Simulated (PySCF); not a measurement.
Bonding in `C=C(C)[C@@]1(C)CCC[SiH2]1`

C8H16Si.
SMILES with atom numbers: `[CH2:1]=[C:2]([CH3:3])[C@@:4]1([CH3:5])[CH2:6][CH2:7][CH2:8][SiH2:9]1` (hydrogens: H10, H11 on C1; H12, H13, H14 on C3; H15, H16, H17 on C5; H18, H19 on C6; H20, H21 on C7; H22, H23 on C8; H24, H25 on Si9)

Geometry (GFN2-xTB, Å), atoms numbered from 1 in this order:
```
atom  x, y, z in Å
C1     2.0507   -0.4859    1.4442
C2     1.5589    0.0170    0.3210
C3     2.4478    0.8242   -0.5849
C4     0.1482   -0.1802   -0.1654
C5     0.1991   -0.9411   -1.4981
C6    -0.7462   -0.9458    0.8249
C7    -2.2133   -0.6920    0.4882
C8    -2.4192    0.8217    0.3909
Si9   -0.8078    1.4814   -0.3755
H10    1.4862   -1.1047    2.1177
H11    3.0721   -0.2999    1.7348
H12    1.8968    1.6394   -1.0497
H13    3.2867    1.2372   -0.0304
H14    2.8513    0.1931   -1.3765
H15    0.7111   -1.8947   -1.3664
H16   -0.8030   -1.1414   -1.8693
H17    0.7254   -0.3707   -2.2585
H18   -0.5198   -2.0145    0.8147
H19   -0.5674   -0.5670    1.8330
H20   -2.4652   -1.1605   -0.4649
H21   -2.8623   -1.1337    1.2482
H22   -2.5576    1.2361    1.3899
H23   -3.3172    1.0610   -0.1753
H24   -0.2255    2.5791    0.4015
H25   -0.9409    1.8661   -1.7851
```

Bond orders from the PBE0/pcSseg-1 density (PySCF). Isolated species at its GFN2-xTB geometry (one conformer only).

Question: Where do the orders between heavy atoms depart from those drawn in the SMILES?

Answer: The largest departure is 0.178, at Si9–C4 (drawn single, 0.822). Drawn single, order below 0.88: Si9–C4 (0.822).

Question: Give the Mayer order of every bond between heavy atoms, beside its length.

Answer: 
```tsv
bond	drawn as	length (Å)	Mayer order
C1–C2	double	1.325	2.017
C2–C3	single	1.504	1.051
C2–C4	single	1.505	0.970
C4–C5	single	1.535	1.008
C4–C6	single	1.538	1.020
C6–C7	single	1.527	1.034
C7–C8	single	1.531	1.023
C8–Si9	single	1.902	0.925
Si9–C4	single	1.928	0.822
```

Bonds between the same two heavy elements. C–C: lowest C2–C4 (0.970, 1.505 Å), highest C1–C2 (2.017, 1.325 Å); in 4 of the 21 pairs the longer bond (by over 0.003 Å) has the higher order (by 0.02 or more). C–Si: lowest Si9–C4 (0.822, 1.928 Å), highest C8–Si9 (0.925, 1.902 Å).

Question: And the bonds to hydrogen?

Answer: C–H: 0.93 to 0.96 (14 bonds); H–Si: 0.94 to 0.95 (2 bonds).

Question: Sum the orders of all bonds at each heavy atom with more than one neighbour and set the sums beside the valence in the SMILES.

Answer: C1 3.889 (drawn 4), C2 4.038 (drawn 4), C3 3.898 (drawn 4), C4 3.820 (drawn 4), C5 3.878 (drawn 4), C6 3.936 (drawn 4), C7 3.957 (drawn 4), C8 3.844 (drawn 4), Si9 3.643 (drawn 4). Orders between atoms that aren't bonded are not in these sums.

Mayer orders depend on the basis set.
